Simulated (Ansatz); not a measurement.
Harmonic vibrations of GeMeCl3 (CH₃Cl₃Ge) by finite differences.

```yaml
crystal:
  periodic: [false, false, false]
  atoms:
    - {symbol: Ge, position_ang: [-0.001821, 0.002348, -0.806043]}
    - {symbol: C, position_ang: [0.002556, -0.003253, 1.119475]}
    - {symbol: H, position_ang: [-1.034457, 0.036524, 1.481510]}
    - {symbol: H, position_ang: [0.557666, 0.874074, 1.480295]}
    - {symbol: H, position_ang: [0.486934, -0.923514, 1.475201]}
    - {symbol: Cl, position_ang: [2.000667, -0.024886, -1.588195]}
    - {symbol: Cl, position_ang: [-0.980214, 1.755093, -1.576138]}
    - {symbol: Cl, position_ang: [-1.031322, -1.716397, -1.586084]}
basis:
  gaussian: {orbitals: def2-SVP}
hamiltonian: {xc: r2scan, dispersion: d4}
scf: {omitted_lower_state_checks: [starts]}
phonons: {temperatures: {t_min: 298.15, t_max: 900, t_step: 200}}
```

```sh
$ ansatz run in.yaml --threads 4 --pin off --events-out ev --progress --plain --max-ram 4787MiB
```

Shortened log:

```
Functional definition: r2SCAN
mean field -95153.50130289 eV, -3496.8266755216 hartree, gradient 2.6e-5 eV, S^2 0.000000; 0 other end points of the search recorded, 0 dependent functions left out
mean field -95153.50122487 eV, -3496.8266726543 hartree, gradient 3.1e-6 eV, S^2 0.000000; 0 other end points of the search recorded, 0 dependent functions left out
mean field -95153.50122941 eV, -3496.8266728211 hartree, gradient 1.4e-6 eV, S^2 0.000000; 0 other end points of the search recorded, 0 dependent functions left out
mean field -95153.50122715 eV, -3496.8266727381 hartree, gradient 1.4e-6 eV, S^2 0.000000; 0 other end points of the search recorded, 0 dependent functions left out
mean field -95153.50122705 eV, -3496.8266727344 hartree, gradient 1.2e-6 eV, S^2 0.000000; 0 other end points of the search recorded, 0 dependent functions left out
mean field -95153.50120105 eV, -3496.8266717789 hartree, gradient 1.3e-6 eV, S^2 0.000000; 0 other end points of the search recorded, 0 dependent functions left out
mean field -95153.50123017 eV, -3496.8266728492 hartree, gradient 1.7e-6 eV, S^2 0.000000; 0 other end points of the search recorded, 0 dependent functions left out
mean field -95153.50113783 eV, -3496.8266694558 hartree, gradient 2.1e-6 eV, S^2 0.000000; 0 other end points of the search recorded, 0 dependent functions left out
mean field -95153.50113635 eV, -3496.8266694013 hartree, gradient 2.1e-6 eV, S^2 0.000000; 0 other end points of the search recorded, 0 dependent functions left out
mean field -95153.50113700 eV, -3496.8266694253 hartree, gradient 2.3e-6 eV, S^2 0.000000; 0 other end points of the search recorded, 0 dependent functions left out
mean field -95153.50113718 eV, -3496.8266694319 hartree, gradient 2.0e-6 eV, S^2 0.000000; 0 other end points of the search recorded, 0 dependent functions left out
mean field -95153.50119521 eV, -3496.8266715643 hartree, gradient 2.3e-6 eV, S^2 0.000000; 0 other end points of the search recorded, 0 dependent functions left out
mean field -95153.50119340 eV, -3496.8266714978 hartree, gradient 2.0e-6 eV, S^2 0.000000; 0 other end points of the search recorded, 0 dependent functions left out
mean field -95153.50120092 eV, -3496.8266717741 hartree, gradient 1.4e-6 eV, S^2 0.000000; 0 other end points of the search recorded, 0 dependent functions left out
mean field -95153.50121298 eV, -3496.8266722175 hartree, gradient 1.2e-6 eV, S^2 0.000000; 0 other end points of the search recorded, 0 dependent functions left out
mean field -95153.50128804 eV, -3496.8266749757 hartree, gradient 2.3e-6 eV, S^2 0.000000; 0 other end points of the search recorded, 0 dependent functions left out
mean field -95153.50129269 eV, -3496.8266751468 hartree, gradient 2.5e-6 eV, S^2 0.000000; 0 other end points of the search recorded, 0 dependent functions left out
mean field -95153.50127661 eV, -3496.8266745556 hartree, gradient 1.4e-6 eV, S^2 0.000000; 0 other end points of the search recorded, 0 dependent functions left out
mean field -95153.50128626 eV, -3496.8266749105 hartree, gradient 1.2e-6 eV, S^2 0.000000; 0 other end points of the search recorded, 0 dependent functions left out
mean field -95153.50126746 eV, -3496.8266742196 hartree, gradient 1.1e-6 eV, S^2 0.000000; 0 other end points of the search recorded, 0 dependent functions left out
mean field -95153.50126563 eV, -3496.8266741522 hartree, gradient 1.1e-6 eV, S^2 0.000000; 0 other end points of the search recorded, 0 dependent functions left out
mean field -95153.50123711 eV, -3496.8266731042 hartree, gradient 1.2e-6 eV, S^2 0.000000; 0 other end points of the search recorded, 0 dependent functions left out
mean field -95153.50122427 eV, -3496.8266726324 hartree, gradient 1.3e-6 eV, S^2 0.000000; 0 other end points of the search recorded, 0 dependent functions left out
mean field -95153.50127714 eV, -3496.8266745754 hartree, gradient 1.3e-6 eV, S^2 0.000000; 0 other end points of the search recorded, 0 dependent functions left out
mean field -95153.50128569 eV, -3496.8266748896 hartree, gradient 1.2e-6 eV, S^2 0.000000; 0 other end points of the search recorded, 0 dependent functions left out
mean field -95153.50127731 eV, -3496.8266745816 hartree, gradient 1.1e-6 eV, S^2 0.000000; 0 other end points of the search recorded, 0 dependent functions left out
mean field -95153.50126720 eV, -3496.8266742101 hartree, gradient 1.1e-6 eV, S^2 0.000000; 0 other end points of the search recorded, 0 dependent functions left out
mean field -95153.50122070 eV, -3496.8266725010 hartree, gradient 1.4e-6 eV, S^2 0.000000; 0 other end points of the search recorded, 0 dependent functions left out
mean field -95153.50122870 eV, -3496.8266727951 hartree, gradient 1.2e-6 eV, S^2 0.000000; 0 other end points of the search recorded, 0 dependent functions left out
mean field -95153.50127749 eV, -3496.8266745882 hartree, gradient 1.4e-6 eV, S^2 0.000000; 0 other end points of the search recorded, 0 dependent functions left out
mean field -95153.50128591 eV, -3496.8266748976 hartree, gradient 1.2e-6 eV, S^2 0.000000; 0 other end points of the search recorded, 0 dependent functions left out
mean field -95153.50124930 eV, -3496.8266735520 hartree, gradient 2.2e-6 eV, S^2 0.000000; 0 other end points of the search recorded, 0 dependent functions left out
mean field -95153.50126621 eV, -3496.8266741736 hartree, gradient 2.7e-6 eV, S^2 0.000000; 0 other end points of the search recorded, 0 dependent functions left out
mean field -95153.50129775 eV, -3496.8266753325 hartree, gradient 1.2e-6 eV, S^2 0.000000; 0 other end points of the search recorded, 0 dependent functions left out
mean field -95153.50130025 eV, -3496.8266754246 hartree, gradient 1.2e-6 eV, S^2 0.000000; 0 other end points of the search recorded, 0 dependent functions left out
mean field -95153.50130158 eV, -3496.8266754734 hartree, gradient 1.8e-6 eV, S^2 0.000000; 0 other end points of the search recorded, 0 dependent functions left out
mean field -95153.50128369 eV, -3496.8266748158 hartree, gradient 1.5e-6 eV, S^2 0.000000; 0 other end points of the search recorded, 0 dependent functions left out
mean field -95153.50129524 eV, -3496.8266752403 hartree, gradient 2.0e-6 eV, S^2 0.000000; 0 other end points of the search recorded, 0 dependent functions left out
mean field -95153.50128306 eV, -3496.8266747927 hartree, gradient 1.5e-6 eV, S^2 0.000000; 0 other end points of the search recorded, 0 dependent functions left out
mean field -95153.50126025 eV, -3496.8266739545 hartree, gradient 2.1e-6 eV, S^2 0.000000; 0 other end points of the search recorded, 0 dependent functions left out
mean field -95153.50127443 eV, -3496.8266744755 hartree, gradient 2.7e-6 eV, S^2 0.000000; 0 other end points of the search recorded, 0 dependent functions left out
mean field -95153.50130184 eV, -3496.8266754828 hartree, gradient 1.9e-6 eV, S^2 0.000000; 0 other end points of the search recorded, 0 dependent functions left out
mean field -95153.50128377 eV, -3496.8266748190 hartree, gradient 1.4e-6 eV, S^2 0.000000; 0 other end points of the search recorded, 0 dependent functions left out
mean field -95153.50129210 eV, -3496.8266751248 hartree, gradient 2.0e-6 eV, S^2 0.000000; 0 other end points of the search recorded, 0 dependent functions left out
mean field -95153.50128408 eV, -3496.8266748301 hartree, gradient 1.5e-6 eV, S^2 0.000000; 0 other end points of the search recorded, 0 dependent functions left out
mean field -95153.50127686 eV, -3496.8266745649 hartree, gradient 2.6e-6 eV, S^2 0.000000; 0 other end points of the search recorded, 0 dependent functions left out
mean field -95153.50126027 eV, -3496.8266739551 hartree, gradient 2.1e-6 eV, S^2 0.000000; 0 other end points of the search recorded, 0 dependent functions left out
mean field -95153.50130170 eV, -3496.8266754776 hartree, gradient 1.9e-6 eV, S^2 0.000000; 0 other end points of the search recorded, 0 dependent functions left out
mean field -95153.50128359 eV, -3496.8266748121 hartree, gradient 1.4e-6 eV, S^2 0.000000; 0 other end points of the search recorded, 0 dependent functions left out
Total energy: -95153.56558990 eV, -3496.8290380254 hartree
Atom 0 at    -0.001821     0.002348    -0.806043 Å, force    -0.000854     0.000023    -0.005694 eV/Å
Atom 1 at     0.002556    -0.003253     1.119475 Å, force     0.000100    -0.000054    -0.001940 eV/Å
Atom 2 at    -1.034457     0.036524     1.481510 Å, force    -0.002124    -0.000934    -0.002697 eV/Å
Atom 3 at     0.557666     0.874074     1.480295 Å, force     0.000295     0.002381    -0.002508 eV/Å
Atom 4 at     0.486934    -0.923514     1.475201 Å, force     0.001970    -0.001382    -0.002480 eV/Å
Atom 5 at     2.000667    -0.024886    -1.588195 Å, force    -0.006318    -0.000465     0.005088 eV/Å
Atom 6 at    -0.980214     1.755093    -1.576138 Å, force     0.003845    -0.005392     0.005104 eV/Å
Atom 7 at    -1.031322    -1.716397    -1.586084 Å, force     0.003085     0.005823     0.005128 eV/Å
Dipole moment:     0.001369    -0.001700     0.585661 e Å
Vibrations: 103.01 131.28 131.38 167.77 168.10 171.43 396.94 438.97 439.20 626.42 808.53 808.65 1242.32 1417.58 1417.64 3056.63 3184.62 3184.67 cm⁻¹, zero-point energy 1.109357 eV
Checks for a lower state left out: starts
```

It took 83 s on 4 threads of Intel Xeon on a shared host.
